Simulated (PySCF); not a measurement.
# Structure from NMR data

The spectra below were simulated for a compound C9H8N2.

¹H NMR (400 MHz, computed): δ 9.33 (s, 1H), 8.08 (m, 1H), 7.20 (m, 1H), 6.17 (m, 1H), 3.33 (s, 1H), 2.63 (s, 3H).

¹³C{¹H} NMR (computed): δ 158.2 (C), 155.4 (CH), 139.7 (C), 135.6 (CH), 132.5 (CH2), 125.0 (C), 98.5 (CH), 84.3 (C), 17.6 (CH3).

No relativistic terms, single conformer, in vacuum, equivalent nuclei averaged. GFN2-xTB geometry; GIAO PBE0/pcSseg-1 shieldings; PySCF 2.14.0 with density-fitted response routines.

δ = σ(ref) − σ, references computed at the same level: ¹H, ¹³C vs TMS.

Problem. Which of these isomers gave the spectra?
A. C=Nc1ccc(C)cc1C#N
B. C#Cc1cnnc(C=C)c1C
C. C=Nc1ccn(C2=CC2=C)c1

Solution. B. 

- Rings plus π bonds: 7 (1 ring in the answer).
- 9 carbon signals for 9 carbons: no two carbons are equivalent.
- Carbon types of the structure: 4 × C, 3 × CH, 1 × CH2, 1 × CH3, which accounts for all hydrogens.
- δC 135.6: alkene CH; as expected for a trigonal carbon in a double bond.
- δC 132.5: terminal =CH2 carbon; as expected for a trigonal carbon in a double bond.
- δC 98.5: terminal alkyne carbon; sp carbons lie upfield of alkene carbons because the cylindrical π system leaves one tensor component strongly shielded.
- δC 84.3: alkyne carbon; the triple bond shields along its axis, which puts it between sp3 and sp2 carbons.
- δH 9.33: hydrogen on an aromatic CH next to a ring nitrogen; ring current plus the neighbouring ring nitrogen.

The others: C=Nc1ccn(C2=CC2=C)c1 would give 8 signals for carbon-bound and other non-exchanging H, not 6; C=Nc1ccc(C)cc1C#N has carbons computed at 161.2, 157.3, 140.5, 139.8, 139.3, 129.5, 123.9, 102.1, 23.3.

Shifts are as computed. Against solution values, carbons near 30 ppm lie about +3 ppm off and those near 130 ppm about +5 ppm. Of 1211 compounds with measured shifts, 218 miss one by over three times the rms of a fit or turn the order of signals round; such compounds aren't used in these exercises. No couplings were computed; multiplicities are counted from neighbouring protons, with m where these are inequivalent, close in shift, in a saturated or five-membered ring or joined by F or P, and br s for small geminal =CH2 splittings.
